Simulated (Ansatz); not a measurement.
Calculated with Ansatz (gas phase, PBE0-D4/def2-TZVP geometries, no zero-point term in ΔE). CCSD(T)/CBS adds triple-zeta CCSD(T) − MP2 to the extrapolated MP2 energy (def2 sets, frozen cores). Functionals use def2-TZVPP. One conformer a species, not always the lowest.

Reaction (redistribution): `F[SiH2]O[SiH2]Cl` + `[CH3][Al]([OH])[SH]` → `C[SiH2]O[SiH2]Cl` + `[OH][Al]([F])[SH]`

`F[SiH2]O[SiH2]Cl`:

Z-matrix (Å, degrees):
```
Si
O 1 1.624
F 1 1.593 2 109.1
H 1 1.475 2 108.0 3 -117.1
H 1 1.477 2 110.4 3 118.1
Si 2 1.626 1 148.3 3 -64.1
Cl 6 2.050 2 109.9 1 -29.0
H 6 1.477 2 110.0 1 89.5
H 6 1.476 2 108.5 1 -147.0
```

`[CH3][Al]([OH])[SH]`:

Cartesian coordinates in Å:
```
C 0.662 -0.954 -0.765
Al -0.067 0.491 0.301
O 0.917 1.806 0.715
S -2.138 0.517 1.017
H 0.614 -1.905 -0.228
H 0.101 -1.082 -1.696
H 1.706 -0.762 -1.022
H 0.631 2.553 1.236
H -2.425 -0.664 0.443
```

`C[SiH2]O[SiH2]Cl`:

```xyz
12

C    -1.227    1.410   -0.455
Si   -1.109   -0.414   -0.136
O     0.253   -0.764    0.728
Si    1.854   -0.962    0.650
Cl    2.705    0.542   -0.468
H    -0.374    1.757   -1.043
H    -2.141    1.640   -1.008
H    -1.247    1.970    0.483
H    -1.069   -1.170   -1.417
H    -2.257   -0.894    0.674
H     2.416   -0.878    2.012
H     2.197   -2.236   -0.020
```

`[OH][Al]([F])[SH]`:

```xyz
6

O     1.034   -1.418    0.315
Al   -0.095   -0.176    0.327
F    -1.144   -0.099    1.587
S    -0.228    1.319   -1.236
H     1.689   -1.559   -0.367
H    -1.257    1.933   -0.626
```

**Question.** Is it downhill or uphill in electronic energy at CCSD(T)/CBS, and by how much? (Estimate.)

**Answer.** Computed: Downhill: ΔE = -30.2 kJ/mol.

**Question.** What do these levels give: BHLYP-D4, ωB97X-V, PBE-QIDH, PBE0, CCSD(T)/def2-TZVPP, MP2/CBS(def2)? (Best estimate.)

**Answer.** Ansatz gave: BHLYP-D4 -29.3, ωB97X-V -29.8, PBE-QIDH -29.9, PBE0 -28.7, CCSD(T)/def2-TZVPP -29.8, MP2/CBS(def2) -31.4 kJ/mol.

Largest T1 diagnostic among the species: 0.012.

Leaving LDA and LC-ωPBE aside and taking each functional with its dispersion term where it has one, the values, not all of them listed here, spread over 6.0 kJ/mol, from revPBE-D4 to ωB97M-V. The D4 term adds −3.1 kJ/mol with B3LYP and −1.7 kJ/mol with PBE0; it sums over pairs of atoms, weighted by their polarisabilities, and B3LYP, whose exchange is more repulsive, gets the larger term. In def2-TZVPP, CCSD(T) changes the Hartree–Fock value by −4.3 kJ/mol (the triples alone add −0.0 kJ/mol) and MP2 by −5.5 kJ/mol.

B3LYP here is the variant with VWN-RPA as its local correlation; programs differ in this.
